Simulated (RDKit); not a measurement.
Input file for RDKit: MMFF94 on C4H8O (SMILES CCCC=O).

```python
from rdkit import Chem
from rdkit.Chem import AllChem, rdDetermineBonds

blocks = [
'''13

C    -1.38650970    0.61896893   -0.70250275
C    -0.55606419    0.06521731    0.45337050
C     0.61279163   -0.79822913   -0.00858164
C     1.75192823   -0.04987143   -0.64837707
O     1.84214151    1.14833672   -0.72120343
H    -2.22192734    1.21518377   -0.33220364
H    -1.80024010   -0.18998824   -1.31033964
H    -0.78239016    1.25546918   -1.34892483
H    -1.19298422   -0.53255339    1.10994144
H    -0.16858908    0.89050006    1.05450531
H     0.28872460   -1.57057677   -0.71772173
H     1.05499563   -1.35526095    0.82824277
H     2.55812318   -0.69719604   -1.05685896
''',
]
mol = None
for b in blocks:
    f = Chem.MolFromXYZBlock(b)
    rdDetermineBonds.DetermineBonds(f, charge=0)
    mol = f if mol is None else Chem.CombineMols(mol, f)
Chem.SanitizeMol(mol)
print(Chem.MolToSmiles(Chem.RemoveHs(mol)))
ff = AllChem.MMFFGetMoleculeForceField(mol, AllChem.MMFFGetMoleculeProperties(mol), nonBondedThresh=100.0, ignoreInterfragInteractions=False)
e = ff.CalcEnergy()
print(f'MMFF94 energy {e:.6f} kcal/mol')
```

It printed:

```
CCCC=O
MMFF94 energy -0.711633 kcal/mol
```

The run finished.

Cost: around 0.05 core-seconds (rough).
